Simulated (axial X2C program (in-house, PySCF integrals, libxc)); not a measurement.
# Testing model relations on YF

A bond curve at the PBE0 level, two-component, was computed with an in-house all-electron X2C program for linear molecules (integrals from PySCF) (basis Y dyall-cv3z [11s12p9d6f3g], F dyall-av3z [7s6p3d2f] (cores contracted in-house)) for the state Ω = 0 (closed shell). Its fit gives Re = 1.9164 Å, ωe = 641.1 cm⁻¹, ωexe = 2.62 cm⁻¹ and αe = 1.661e-03 cm⁻¹; the masses are 88.9058 and 18.9984 u. Two-component means X2C with spin–orbit coupling and atomic mean-field Coulomb and Gaunt terms.

(1) Find the reduced mass, Be and the force constant.

(2) A Morse curve ties αe to the other constants (Pekeris). How well does that hold?

(3) Where do the fundamental and the first overtone lie?

(4) The dipole moment p changes by 5.57 D/Å at Re. What harmonic infrared intensity follows?

(5) Give B0, the J = 1←0 line in GHz and the most populated J at 300 K (kT = 208.5 cm⁻¹).

One determinant describes the state; a PBE0 search over occupations chose it and may have missed a lower one.

Results:

(1) From the PBE0 values: μ = 15.6534 u. Be = 16.8576/(μ Re²) = 0.2932 cm⁻¹. k = 5.8918×10⁻⁷ μ ωe² = 3.79 mdyn/Å.

(2) αe(Morse) = 6Be²/ωe × (√(ωexe/Be) − 1) = 1.601e-03 cm⁻¹; the PBE0 curve gives 1.661e-03 cm⁻¹, a ratio of 0.96.

(3) ν(1←0) = ωe − 2ωexe = 635.9 cm⁻¹; ν(2←0) = 2ωe − 6ωexe = 1266.5 cm⁻¹.

(4) I = 42.256 × (dp/dR)²/μ = 84 km/mol.

(5) B0 = Be − αe/2 = 0.2924 cm⁻¹; 2B0 = 17.53 GHz; J(max) ≈ √(kT/2B0) − 1/2 = 18.4, so J = 18.
